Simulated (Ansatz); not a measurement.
A nudged elastic band was laid between two geometries of BF2HO + H2 (7 atoms, charge 0, multiplicity 1).

Level of theory: Ansatz, RKS CAM-B3LYP-D4/def2-mTZVP.

```yaml
movable_images: 7
climbing_image: yes
spring: 5.0 eV/Å²
optimiser: quadratic models (default)
start_path: through a guess of the saddle point
force_threshold: 0.05 eV/Å
iteration_limit: 60
end_points: relaxed
```

Image 0:

```xyz
7
Properties=species:S:1:pos:R:3
B -0.052 -0.456 0.152
O -0.053 -0.732 1.467
H -0.928 -0.725 1.874
F 1.089 -0.435 -0.509
F -1.172 -0.207 -0.519
H 0.008 2.566 0.626
H 0.320 2.270 1.234
```

Image 8:

```xyz
7
Properties=species:S:1:pos:R:3
B 0.131 0.535 -0.079
O -0.232 0.398 1.670
H 0.098 -0.472 1.947
F 0.789 -0.642 -0.255
F -1.139 0.556 -0.564
H 0.764 1.540 -0.139
H -1.200 0.366 1.746
```

(1) What changes between the two ends?

(2) Give the energies along the band, and the barrier.

(3) What is the geometry of the highest image?

Results:

(1) Bonds broken: H6–H7. Bonds formed: B1–H6, O2–H7. BF2HO + H2 becomes BF2H3O.

(2) The forces met the threshold. The highest image is number 3 of 0 to 8, 2.19 eV above the first end and 1.42 eV above the last; the last end lies 0.78 eV above the first. Neighbouring images differ by up to 1.7 eV, so the band resolves the path poorly. A vibrational analysis at the climbing image gives one clearly imaginary mode, 1603i cm⁻¹: a first-order saddle point. The orbitals stay closed-shell, which can raise the energy where a bond breaks towards radicals; this wasn't checked here.

```
image  path coordinate (Å)  energy (eV)  H6–H7 (Å)  B1–H6 (Å)  O2–H7 (Å)
    0                 0.00         0.00       0.74       3.06       3.03
    1                 0.67         0.05       0.74       2.52       2.53
    2                 1.33         0.54       0.75       1.96       1.91
    3                 2.00         2.19       1.04       1.39       1.25
    4                 2.59         1.10       1.72       1.22       0.98
    5                 3.18         0.83       2.36       1.20       0.97
    6                 3.78         0.81       2.52       1.19       0.97
    7                 4.37         0.79       2.76       1.19       0.97
    8                 4.96         0.78       2.96       1.19       0.97
```

(3) 
```xyz
7
Properties=species:S:1:pos:R:3
B 0.010 0.233 0.120
O 0.011 -0.097 1.612
H -0.866 -0.391 1.905
F 1.129 -0.145 -0.504
F -1.174 -0.031 -0.466
H 0.087 1.600 0.369
H 0.016 1.112 1.289
```

The run took 3.5 min on 2 threads of Intel(R) Xeon(R) Platinum 8259CL CPU @ 2.50GHz (Skylake/Cascade Lake) (shared host), peak memory 0.24 GiB.
